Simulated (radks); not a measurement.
Results of a calculation; reference values are marked as such.
Te16+, 36 electrons, occupied as [Ar] 3d9.75 4s2 4p6 5s0.25 (fractional occupations, a model configuration). Code: a radial shooting solver on a logarithmic mesh with Libxc functionals. Model: Dirac Kohn-Sham, RPBE, spin-unpolarised, spherical densities, point nucleus; open shells fill j = l - 1/2 first.

Spin-orbit splittings of the eigenvalues, e(l+1/2) - e(l-1/2), with zeta = 2 splitting/(2l+1) and mean radii in bohr:

| shell | occ. | splitting (eV) | zeta (eV) | <r> j=l-1/2 | <r> j=l+1/2 |
|---|---|---|---|---|---|
| 2p | 6 | 274.6 | 183.1 | 0.1008 | 0.1063 |
| 3p | 6 | 52.26 | 34.84 | 0.3093 | 0.3203 |
| 3d | 9.75 | 11.06 | 4.425 | 0.2901 | 0.2935 |
| 4p | 6 | 12.72 | 8.479 | 0.7186 | 0.7373 |
